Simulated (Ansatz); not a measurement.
Total energies of the cluster Cd₂SeF₂ (the lowest singlet isomer of a short search) from Ansatz at r2SCAN-D4/def2-TZVP, gas phase (1 Eh = 27.2114 eV = 2625.5 kJ/mol). The reference geometry is relaxed at PBE-D4/def2-SVP.

```tsv
atom	x (Å)	y (Å)	z (Å)
Cd1	-1.315	-0.725	-0.877
Cd2	1.169	1.062	0.728
Se3	-0.713	1.642	-0.725
F4	2.673	0.626	1.889
F5	-1.815	-2.605	-1.014
```

```json
{"state": "charge 0 singlet", "geometry": "reference", "energy (Eh)": "-2937.00546"}
{"state": "charge 1 doublet", "geometry": "reference", "energy (Eh)": "-2936.65501"}
{"state": "free Cd atom (singlet)", "geometry": "–", "energy (Eh)": "-167.83561"}
{"state": "free Se atom (triplet)", "geometry": "–", "energy (Eh)": "-2401.47526"}
{"state": "free F atom (doublet)", "geometry": "–", "energy (Eh)": "-99.72763"}
```

In the def2 sets Cd takes a core potential; there is no spin–orbit coupling.

(1) Work out the vertical ionisation energy to the doublet.

(2) What is the binding energy per atom against free atoms?

(1) E(charge 1 doublet) − E(charge 0 singlet) = -2936.65501 − (-2937.00546) = 0.35045 Eh = 9.54 eV. For comparison, −ε of the highest occupied level is 6.80 eV at this level, 2.74 eV less.

(2) Atoms: 2 × (-167.83561) + 1 × (-2401.47526) + 2 × (-99.72763) = -2936.60174 Eh. Binding: -2936.60174 − (-2937.00546) = 0.40372 Eh = 10.99 eV, or 2.20 eV for each of 5 atoms (no zero-point energy, no counterpoise term).

The structure comes from a short search, and lower isomers may exist.
